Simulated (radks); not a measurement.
Problem. Radial electron density D(r) = 4 pi r^2 rho(r) of an atom or ion with 30 electrons. Method: Dirac Kohn-Sham, Wu-Cohen GGA, spin-unpolarised, spherical densities, point nucleus; computed with a radial shooting solver on a logarithmic mesh with Libxc functionals.

r (bohr)  D(r) (e/bohr)
0.005388          5.941
0.006173          7.375
0.007073          9.092
0.008039          10.99
0.00921           13.32
0.01055           15.98
0.01199           18.77
0.01374           21.96
0.01574           25.31
0.01803           28.67
0.0205            31.67
0.02348           34.46
0.0269            36.59
0.03058           37.80
0.03503           38.10
0.04014           37.35
0.04562           35.86
0.05226           33.81
0.05987           31.85
0.0686            30.67
0.07796           30.79
0.08932           32.50
0.1023            35.64
0.1163            39.21
0.1333            42.47
0.1527            43.88
0.1735            42.69
0.1988            38.67
0.2278            32.76
0.2609            26.74
0.2966            22.64
0.3398            21.04
0.3893            22.15
0.4424            24.43
0.5069            26.37
0.5807            26.35
0.66              24.14
0.7562            20.01
0.8663            15.17
0.9925            10.69
1.128             7.360
1.292             4.899
1.481             3.355
1.683             2.455
1.928             1.816
2.209             1.330
2.511            0.9409
2.876            0.5925
3.295            0.3300
3.775            0.1606
4.291           0.07090
4.916           0.02481
5.632          0.006977
6.401          0.001686
7.334         0.0002851

What is the nuclear charge?

Solution. Z = 31. The innermost maximum, from 1s, lies near gamma/Z bohr with gamma = sqrt(1 - (Z/c)^2) = 0.974, here 0.0314 bohr (found: 0.0339), and its height grows with Z. The density is that of the gallium ion Ga+ in [Ar] 3d10 4s2; the configuration itself is not fixed sharply by these data, and Z only to about a unit. D(r) has 3 maxima, at r = 0.0339, 0.154, 0.540 bohr, and minima at 0.0725, 0.342 bohr, inside which lie 2.11, 10.95 electrons.
